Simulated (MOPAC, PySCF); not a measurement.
H$_{5}$NSi$_{2}$, SMILES `N[SiH]=[SiH2]`, neutral singlet in the gas phase. 

Cartesian coordinates (Å):
```xyz
8

N     -1.2390    -1.0578     0.1741
Si    -0.0373     0.0647     0.5691
Si     1.6437     0.7472    -0.7174
H     -1.7189    -1.6287     0.8493
H     -1.5246    -1.2420    -0.7733
H      0.0476     0.0197     2.0558
H      0.9752     0.9889    -2.0409
H      1.8531     2.1080    -0.1167
```
Charge 0, multiplicity 1.

All levels are single points at this geometry (PBE0-D3(BJ)/def2-TZVP); Pople sets use spherical d functions. Orbital energies aren't observables, and empty levels follow the basis.

| level | HOMO (eV) | LUMO (eV) | gap (eV) | dipole (D) | vertical IE, Delta-SCF (eV) |
|---|---|---|---|---|---|
| PBE0-D3(BJ)/def2-TZVP in PySCF | -5.73 | -1.73 | 4.00 | 3.60 | 7.58 |
| B3LYP/LANL2DZ in PySCF | -5.51 | -1.87 | 3.63 | 3.53 | – |
| PBE/6-31G* in PySCF | -4.74 | -2.23 | 2.52 | 3.83 | 7.52 |
| SVWN5/6-31G* in PySCF | -4.81 | -2.32 | 2.50 | 3.82 | 7.69 |
| HF/6-31G* in PySCF | -7.31 | 1.26 | 8.57 | 4.28 | 6.36 |
| PM7 in MOPAC | -7.43 | -1.75 | 5.68 | 3.48 | – |
